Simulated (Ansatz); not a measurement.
One change: `B[SiH2][CH2][InH2]` becomes `B[SiH2]CS[SiH3]`.

Ansatz, PBE0-D4/def2-TZVP geometries, multiplicity 1. Each molecule was computed in one conformer, which needn't be the lowest.

Elements past krypton have def2 core potentials.

```csv
property,`B[SiH2][CH2][InH2]`
size of the dipole moment (B3LYP/def2-TZVPP) / D,0.73
HOMO–LUMO gap (PBE/def2-TZVPP) / eV,2.70
HOMO energy (PBE/def2-TZVPP) / eV,-6.26
HOMO energy (B3LYP/def2-TZVPP) / eV,-7.15
HOMO energy (PBE0/def2-TZVPP) / eV,-7.35
size of the dipole moment (PBE/def2-TZVPP) / D,0.76
```

(1) Give the same properties after the change, and the shifts. (Estimate.)

Answers

(1) Ansatz gave: 
| property | `B[SiH2]CS[SiH3]` | shift |
| --- | --- | --- |
| size of the dipole moment (B3LYP/def2-TZVPP) / D | 1.44 | 0.71 |
| HOMO–LUMO gap (PBE/def2-TZVPP) / eV | 2.07 | -0.63 |
| HOMO energy (PBE/def2-TZVPP) / eV | -5.61 | 0.65 |
| HOMO energy (B3LYP/def2-TZVPP) / eV | -6.53 | 0.62 |
| HOMO energy (PBE0/def2-TZVPP) / eV | -6.76 | 0.59 |
| size of the dipole moment (PBE/def2-TZVPP) / D | 1.33 | 0.57 |

Dipoles are sizes alone; their direction can turn.

B3LYP here is the variant with VWN-RPA as its local correlation; programs differ in this.
